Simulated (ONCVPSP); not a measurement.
**molybdenum (Mo): ONCV pseudisation with PBE, fully relativistic reference atom.**

* Element: Mo
* Generator: ONCVPSP 4.0.1
* Type: optimised norm-conserving Vanderbilt (ONCV)
* Functional: PBE
* Relativity: fully relativistic
* Frozen core: [Ar] 3d10 4s2
* Valence charge: 12
* Reference configuration: 4p6 4d5 5s1
* Partial waves: 5s: rc 2.55 bohr, ncon 4, nbas 7, qcut 3.3 1/bohr, 2 projectors, debl 0.5 Ha; 4p: rc 1.80 bohr, ncon 3, nbas 8, qcut 6.6 1/bohr, 2 projectors, debl 2.7 Ha; 4d: rc 1.80 bohr, ncon 5, nbas 9, qcut 9 1/bohr, local; f scattering state at 0.03 Ha: rc 2.60 bohr, ncon 4, nbas 8, qcut 4.1 1/bohr, 2 projectors, debl 2.6 Ha
* Local potential: the d channel
* Core correction: none

Open shells are filled in proportion to 2j + 1.

All-electron outer shells of the reference configuration (PBE, scalar-relativistic, ld1.x):

```json
{"shell": "4s", "level (eV)": "-64.35", "outermost node (bohr)": "0.51", "outermost maximum (bohr)": "0.99"}
{"shell": "4p", "level (eV)": "-38.49", "outermost node (bohr)": "0.52", "outermost maximum (bohr)": "1.08"}
{"shell": "5s", "level (eV)": "-4.09", "outermost node (bohr)": "1.34", "outermost maximum (bohr)": "2.93"}
{"shell": "4d", "level (eV)": "-3.75", "outermost node (bohr)": "0.53", "outermost maximum (bohr)": "1.38"}
```

Calculated quality:

| Item | Value |
| --- | --- |
| Cutoffs needed | 21 Ha and 26 Ha (the cutoffs (Ha) at which the residual kinetic energy of the hardest occupied pseudo-wave falls to 1 and 0.1 mHa per electron) |
| Ghost test | ghosts flagged at negative energy: s at -51.8 eV; no localised positive-energy state flagged; a true bound ghost makes a file unfit for plane-wave use |
| Configuration tests | 2 of 4 tests not solved or not reliable |

Generation and tests took about 7.7 s on one core of a shared server CPU.
